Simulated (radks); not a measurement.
The numbers below are computed, except where a source is named.
K, 19 electrons, occupied as [Ar] 4s1. Level of theory: scalar-relativistic Kohn-Sham, r2SCAN, spin-unpolarised, spherical densities, finite nucleus; meta-GGA in the generalised Kohn-Sham scheme; Fermi nuclear charge, rms radius 3.4349 fm; hard spherical wall at 20 bohr (a radial shooting solver on a logarithmic mesh with Libxc functionals).

Normalised radial functions P(r) = r R(r), r in bohr:

```
   r/bohr * 1s (the largest magnitude, 3.14, reaches the edge; | marks zero)
  0.00351 |         *
 0.004681 |           *
 0.006193 |               *
 0.008261 |                   *
  0.01093 |                         *
  0.01458 |                               *
  0.01929 |                                     *
  0.02552 |                                            *
  0.03404 |                                                  *
  0.04504 |                                                      *
  0.06007 |                                                      *
  0.07948 |                                                  *
    0.106 |                                        *
   0.1403 |                            *
   0.1856 |                *
   0.2475 |      *
   0.3275 | *
   0.4368 *
   0.5779 *
   0.7708 *
     1.02 *
    1.349 *
      1.8 *
    2.381 *
    3.176 *
    4.203 *
    5.605 *
    7.417 *
    9.813 *
    13.09 *
    17.32 *
```

1s: eigenvalue -3539.2 eV, 0 radial nodes, <r> = 0.0811 bohr, 90 % of the charge inside 0.145 bohr.
